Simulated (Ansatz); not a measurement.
CHO2, SMILES O=[C]O, multiplicity 2.

Geometry optimised at ωB97X-D3(BJ)/def2-TZVP. The isomer is the one that the SMILES or the coordinates give; other isomers of the formula were not compared. One conformer was computed; it need not be the lowest.

Two levels are set side by side: PBE/def2-TZVPD (Ansatz, a quantum-chemistry and plane-wave program) and PBE0/def2-TZVPD (Ansatz). Energy differences of separate SCF runs at the same geometry; the states with an electron removed or added have multiplicity 1 and 1. Differences are taken from unrounded values.

```tsv
quantity	PBE0	PBE	PBE minus PBE0
vertical ionisation energy (eV)	10.32	10.03	-0.28
vertical electron affinity (eV)	0.74	0.91	0.17
```
